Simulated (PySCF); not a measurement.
Below is a simulated gas-phase C 1s photoelectron spectrum of `Clc1cc[o+]cc1`.

Every computed line was given a Gaussian of 0.6 eV full width at half maximum and an area set by the number of equivalent atoms; the highest printed point is 100. Level of theory: PySCF 2.14.0, delta-SCF UKS SCAN, pcX-2 on the ionised atom, pcseg-1 elsewhere, spin-free X2C.

(binding energy (eV), intensity): (296.0, 0), (296.1, 1), (296.2, 2), (296.3, 5), (296.4, 12), (296.5, 23), (296.6, 39), (296.7, 55), (296.8, 67), (296.9, 70), (297.0, 63), (297.1, 48), (297.2, 32), (297.3, 18), (297.4, 9), (297.5, 4), (297.6, 1), (297.7, 1), (297.8, 1), (297.9, 3), (298.0, 7), (298.1, 15), (298.2, 29), (298.3, 49), (298.4, 72), (298.5, 91), (298.6, 100), (298.7, 96), (298.8, 80), (298.9, 58), (299.0, 37), (299.1, 21), (299.2, 10), (299.3, 4), (299.4, 2), (299.5, 0), (299.6, 0)

Problem. Count the maxima, the lines and the sites behind this envelope.

Solution. The curve has 2 maxima (at 296.9 and 298.6 eV). Under it lie 3 lines from 3 inequivalent carbon sites. At this width some lines have no maximum of their own.

Problem. Decompose the envelope and assign each component. Numbering: `[Cl:1][c:2]1[cH:3][cH:4][o+:5][cH:6][cH:7]1`.

Solution. 
```json
{"position (eV)": "296.88", "relative area": "2", "line": "C 1s", "atoms": "C3/C7", "environment": "aromatic CH carbon"}
{"position (eV)": "298.56", "relative area": "2", "line": "C 1s", "atoms": "C4/C6", "environment": "aromatic CH next to a ring oxygen"}
{"position (eV)": "298.74", "relative area": "1", "line": "C 1s", "atoms": "C2", "environment": "aromatic C–Cl carbon"}
```

Problem. What are the centre and the root-mean-square width of the whole band?

Solution. The area-weighted mean of the lines is 297.92 eV. Their own spread about it is 0.86 eV (rms) and each Gaussian has σ = 0.6/2.355 = 0.25 eV; the variances add, which gives 0.89 eV.

The listed C 1s values span 1.86 eV, from C3/C7 (bonded to 2 C (aromatic in the SMILES) and H) to C2 (bonded to Cl and 2 C (aromatic in the SMILES)).

No satellites, vibrations or lifetime broadening are included. Atoms equivalent by their bonding share one computed value, that of the first of them. The species carries charge +1, so core ionisation leaves charge +2. Geometry: GFN2-xTB; no solvent, vibrations or thermal averaging.
